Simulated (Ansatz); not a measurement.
One change: `[NH2][AlH][N]([SiH3])[SiH3]` becomes `[SiH3][N]([SiH3])[Cu]`.

Ansatz, PBE0-D4/def2-TZVP geometries, multiplicity 1. Each molecule was computed in one conformer, which needn't be the lowest.

Scalar relativity is left out up to krypton.

```
                                          property  `[NH2][AlH][N]([SiH3])[SiH3]`
size of the dipole moment (ωB97M-V/def2-TZVPP) / D                           1.47
                 HOMO energy (PBE/def2-TZVPP) / eV                          -6.09
               LUMO energy (B3LYP/def2-TZVPP) / eV                          -0.41
                 LUMO energy (PBE/def2-TZVPP) / eV                          -1.06
                LUMO energy (PBE0/def2-TZVPP) / eV                          -0.22
           HOMO–LUMO gap (ωB97M-V/def2-TZVPP) / eV                          11.10
```

**Question.** Give the same properties after the change, and the shifts. (An estimate is asked.)

**Answer.** The calculation gave: 
```tsv
property	`[SiH3][N]([SiH3])[Cu]`	shift
size of the dipole moment (ωB97M-V/def2-TZVPP) / D	4.96	3.49
HOMO energy (PBE/def2-TZVPP) / eV	-5.37	0.72
LUMO energy (B3LYP/def2-TZVPP) / eV	-3.23	-2.82
LUMO energy (PBE/def2-TZVPP) / eV	-3.83	-2.77
LUMO energy (PBE0/def2-TZVPP) / eV	-2.84	-2.62
HOMO–LUMO gap (ωB97M-V/def2-TZVPP) / eV	7.55	-3.55
```

With PBE0 the HOMO rises by 0.84 eV and the LUMO falls by 2.62 eV, so the gap narrows by about 3.46 eV. PBE moves the HOMO by 0.72 eV and ωB97M-V by 0.91 eV. Dipoles are sizes alone; their direction can turn.

B3LYP here is the variant with VWN-RPA as its local correlation; programs differ in this.
